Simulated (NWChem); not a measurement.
# One site exchanged: Pb, Ge, Si, Sn

Each species was optimised at PBE0/def2-SVP with NWChem, gas phase unless a solvent is named. Low-valent species are run as closed-shell singlets; no triplet was tried in these runs. For some, no frequency run checked for a minimum. def2 effective core potentials on Sn, I, Pb; no spin-orbit coupling.

A: [I][PbH] (PbHI)
B: [GeH][I] (GeHI)
C: [SiH]I (SiHI)
D: [I][SnH] (SnHI)

| quantity | A (Pb) | B (Ge) | C (Si) | D (Sn) |
|---|---|---|---|---|
| Pauling electronegativity of the site (pymatgen's table) | 2.33 | 2.01 | 1.90 | 1.96 |
| electrons in the molecule | 136 | 86 | 68 | 104 |
| dipole (D), PBE0/def2-SVP | 3.58 | 1.49 | 0.94 | 2.54 |
| orbital gap (eV), PBE0/def2-SVP | 3.60 | 3.64 | 3.59 | 3.55 |
| vertical ionisation energy, ΔSCF, PBE/def2-SVP (eV) | 8.51 | 8.79 | 8.77 | 8.55 |
| vertical ionisation energy, ΔSCF, PBE0/def2-SVP (eV) | 8.73 | 9.01 | 8.98 | 8.76 |
| static polarisability, PBE0/def2-SVPD (bohr³) | 87.3 | 73.1 | 70.0 | 84.7 |
| lowest singlet excitation, PBE0/def2-SVPD, TDA (eV) | 2.45 | 2.43 | 2.40 | 2.43 |

“Dipole (D), PBE0/def2-SVP” runs from 0.94 in C (Si) to 3.58 in A (Pb), rising in step with the number of electrons. “Vertical ionisation energy, ΔSCF, PBE/def2-SVP (eV)” runs from 8.51 in A (Pb) to 8.79 in B (Ge), in no step with either the site's electronegativity or the electron count. “Vertical ionisation energy, ΔSCF, PBE0/def2-SVP (eV)” runs from 8.73 in A (Pb) to 9.01 in B (Ge), in no step with either the site's electronegativity or the electron count. “Static polarisability, PBE0/def2-SVPD (bohr³)” runs from 70.0 in C (Si) to 87.3 in A (Pb), rising in step with the number of electrons. The order by vertical ionisation energy is neither the same as nor the reverse of the order by static polarisability.

These are trends among computed rows of three or four species; they are not measurements.
